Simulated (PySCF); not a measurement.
Ga(Me)2(NH3) (C2H9GaN), SMILES [CH3][Ga]([CH3])<-[NH3] (connectivity only; charge and spin as stated), neutral, multiplicity 2.

Geometry optimised at r2SCAN-D4/def2-SVP. The multiplicity is an assumed one; no other spin state was optimised. The isomer is the one that the SMILES or the coordinates give; other isomers of the formula were not compared.

Calculation: TDA-B3LYP/def2-SVPD (PySCF).

Vertical excitations. The molecule is in vacuum.

Computed lowest excited states:
```csv
state,energy (eV),λ (nm),f,main pairs
root 1,2.52,492,0.037,α HOMO→LUMO 99 %
root 2,3.57,348,0.046,α HOMO→LUMO+1 97 %
root 3,3.84,323,0.081,α HOMO→LUMO+2 94 %
root 4,3.96,313,0.056,β HOMO→LUMO 92 %
root 5,4.20,295,0.112,α HOMO→LUMO+3 99 %
root 6,4.66,266,0.048,α HOMO→LUMO+4 98 %
root 7,4.80,258,0.048,α HOMO→LUMO+6 98 %
root 8,4.82,257,0.027,α HOMO→LUMO+5 99 %
root 9,5.15,241,0.013,α HOMO→LUMO+7 97 %
root 10,5.27,235,0.000,β HOMO→LUMO+1 93 %
```
Unrestricted roots are not spin-pure.
